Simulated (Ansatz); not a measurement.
Species: C$_{3}$H$_{8}$O$_{2}$, charge 0, singlet. C3H8O2 (dimethoxymethane, SMILES COCOC).
B3LYP-D3(BJ)/def2-TZVP minimum from Ansatz (a quantum-chemistry and plane-wave program):
```
C
O 1 1.3808
H 1 1.0964 2 106.78
H 1 1.1056 3 109.54 2 -120.44
O 1 1.4123 3 110.39 4 -119.97
C 5 1.4110 1 112.56 3 66.01
H 6 1.0882 5 107.26 1 179.44
H 6 1.0977 7 108.89 5 -120.91
H 6 1.0979 7 109.01 8 -118.15
C 2 1.4211 1 113.97 3 -172.46
H 10 1.0880 2 106.73 1 174.03
H 10 1.0915 11 109.66 2 -120.70
H 10 1.0969 11 109.25 12 -119.55
```
Charge 0, spin multiplicity 1.

Atomisation energy term by term, kcal/mol (programs: Ansatz). UHF or UKS for unpaired electrons; spin-orbit terms are left out. Cores are frozen in correlated methods. Rows without X2C or -DK are non-relativistic. CBS(X,Y): correlation extrapolated as X^-3, Hartree-Fock from the larger set. A bracket is a step between two methods taken in the basis named. 'core' is core correlation in cc-pwCVTZ, 'X2C' scalar relativity in cc-pVTZ-DK, both at CCSD(T). For partners of very few electrons the exact lower level stands in for a higher one.

```csv
term,basis,kcal/mol
Hartree-Fock,cc-pVQZ,853.57
CCSD correlation,"CBS(cc-pVTZ,cc-pVQZ)",312.93
(T),"CBS(cc-pVTZ,cc-pVQZ)",19.06
CCSDT(Q) - CCSD(T),cc-pVDZ,0.85
core correlation,cc-pwCVTZ,3.80
scalar relativity,"X2C, cc-pVTZ-DK",-1.10
sum: De,,1189.1
```
